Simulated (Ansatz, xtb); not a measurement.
## Relative energy of two isomers of C2H6FNSi2

Structure a: `N#C[SiH2]C[SiH2]F`, a singlet. Structure b: `N#CC[SiH2][SiH2]F`, a singlet. Both are isolated molecules in the gas phase, relaxed with PBE-D3(BJ)/def2-SVP; each stands in its lowest conformer found.

Q: Which of the two would you expect CCSD(T)/def2-SVP + ΔMP2/def2-TZVPP electronic energies to favour?

A: Structure a; the calculation gives E(b) − E(a) = +76.6 kJ/mol.

Level by level:

| level | geometry | E(b) − E(a) (kJ/mol) | departure from the last row (kJ/mol) | job, with rough time for the two |
| --- | --- | --- | --- | --- |
| PBE-D3(BJ)/def2-SVP | PBE-D3(BJ)/def2-SVP | +47.0 | −29.6 | optimisation, 68 s |
| HF/def2-SVP | PBE-D3(BJ)/def2-SVP | +72.8 | −3.8 | part of the CCSD(T) run |
| MP2/def2-SVP | PBE-D3(BJ)/def2-SVP | +76.1 | −0.5 | part of the CCSD(T) run |
| CCSD(T)/def2-SVP | PBE-D3(BJ)/def2-SVP | +68.7 | −7.9 | single point |
| CCSD(T)/def2-SVP + ΔMP2/def2-TZVPP | PBE-D3(BJ)/def2-SVP | +76.6 |  | single point, 73 s |

As drawn, b has 1 C–C, 1 Si–Si in place of 2 C–Si.

The levels shown agree on the order. The largest departure from CCSD(T)/def2-SVP + ΔMP2/def2-TZVPP is that of PBE-D3(BJ)/def2-SVP, 29.6 kJ/mol. Levels run at GFN2-xTB geometries aren't shown. The last row adds to CCSD(T) the change of the MP2 difference between the two basis sets, here +7.9 kJ/mol.

With thermal terms from frequencies at re-optimised GFN2-xTB minima (ideal gas, soft modes damped towards free rotors, one conformer each, 298.15 K, 1 atm): on the last row, ΔE + ΔZPE = +77.1, ΔH = +77.2, ΔG = +76.6 kJ/mol.

The correlated steps freeze 14 core orbitals. Codes used: Ansatz 0.2.0, xtb 6.7.1; the last row on 2 threads of Intel(R) Xeon(R) Processor @ 2.70GHz on a shared host.
